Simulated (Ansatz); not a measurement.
One change: `B[SiH2]B(C)[SiH3]` becomes `CB(N)[SiH3]`.

Ansatz, PBE0-D4/def2-TZVP geometries, multiplicity 1. Each molecule was computed in one conformer, which needn't be the lowest.

```json
{"property": "HOMO–LUMO gap (PBE/def2-TZVPP) / eV", "`B[SiH2]B(C)[SiH3]`": "2.44"}
{"property": "HOMO–LUMO gap (ωB97M-V/def2-TZVPP) / eV", "`B[SiH2]B(C)[SiH3]`": "8.32"}
{"property": "HOMO energy (B3LYP/def2-TZVPP) / eV", "`B[SiH2]B(C)[SiH3]`": "-7.07"}
{"property": "HOMO–LUMO gap (PBE0/def2-TZVPP) / eV", "`B[SiH2]B(C)[SiH3]`": "4.37"}
{"property": "LUMO energy (PBE/def2-TZVPP) / eV", "`B[SiH2]B(C)[SiH3]`": "-3.77"}
{"property": "LUMO energy (B3LYP/def2-TZVPP) / eV", "`B[SiH2]B(C)[SiH3]`": "-3.02"}
```

Question: What does the change do to each property? (An estimate is asked.)

Answer: The calculation gave: 
```
                               property  `CB(N)[SiH3]`  shift
    HOMO–LUMO gap (PBE/def2-TZVPP) / eV           5.36   2.92
HOMO–LUMO gap (ωB97M-V/def2-TZVPP) / eV          11.60   3.28
    HOMO energy (B3LYP/def2-TZVPP) / eV          -7.48  -0.41
   HOMO–LUMO gap (PBE0/def2-TZVPP) / eV           7.51   3.14
      LUMO energy (PBE/def2-TZVPP) / eV          -1.09   2.68
    LUMO energy (B3LYP/def2-TZVPP) / eV          -0.33   2.69
```

With PBE0 the HOMO falls by 0.42 eV and the LUMO rises by 2.72 eV, so the gap widens by about 3.14 eV. PBE moves the HOMO by -0.24 eV and ωB97M-V by -0.53 eV.

B3LYP here is the variant with VWN-RPA as its local correlation; programs differ in this.
